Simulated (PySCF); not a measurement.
# Gas-phase XPS of cis-Ti(NH3)2Br4, computed

Species: cis-Ti(NH3)2Br4 (singlet state).
Z-matrix (Å and degrees, PBE0-D3(BJ)/def2-SVP geometry), rows numbered from 1:
```
Ti
N   1  2.2597
H   2  1.0200  1  112.77
H   2  1.0201  1  113.44  3  -127.13
H   2  1.0213  1  104.46  3   116.27
Br  1  2.3704  2  169.75  3    60.50
N   1  2.2609  2   81.07  3    63.96
H   7  1.0212  1  104.85  2   173.12
H   7  1.0197  1  113.74  2    56.29
H   7  1.0204  1  112.16  2   -70.39
Br  1  2.3711  2   88.72  3  -116.07
Br  1  2.4600  2   81.71  3   -19.33
Br  1  2.4535  2   81.82  3   146.42
```

Computed, not measured: delta-SCF UKS SCAN, pcX-2 on the ionised atom (unc-x2c-TZVPall on a metal), pcseg-1 elsewhere, spin-free X2C in PySCF 2.14.0. Each binding energy is the total energy of the core-ionised species, with the hole localised on one atom, minus that of the ground state; both are solved self-consistently, so orbital relaxation is included.

**Question.** What binding energy does each computed site have?

**Answer.** 
| atom(s) | environment | level | binding energy (eV) | count |
| --- | --- | --- | --- | --- |
| N2/N7 | nitrogen bonded to Ti and 3 H | N 1s | 406.82 | 2 |

**Question.** Which photon wavelength matches the N 1s of N2 (atom 2)/N7 threshold?

**Answer.** λ = hc/E = 12398.42 eV Å / 406.82 eV = 30.476 Å.

One atom of each set of topologically equivalent atoms was ionised and stands for the set; in this conformer not all members are related by symmetry, and their own values weren't computed. Not every level is listed. No level of bromine or titanium is listed. Isolated species at its PBE0-D3(BJ)/def2-SVP geometry, gas phase. Metal 2p energies of this one-determinant scheme are less reliable than its 1s energies.

Hardware: one thread, Arm Neoverse N1 (aarch64), no GPU (shared host). Cost: 2.5 min wall, 0.92 GiB resident at most.
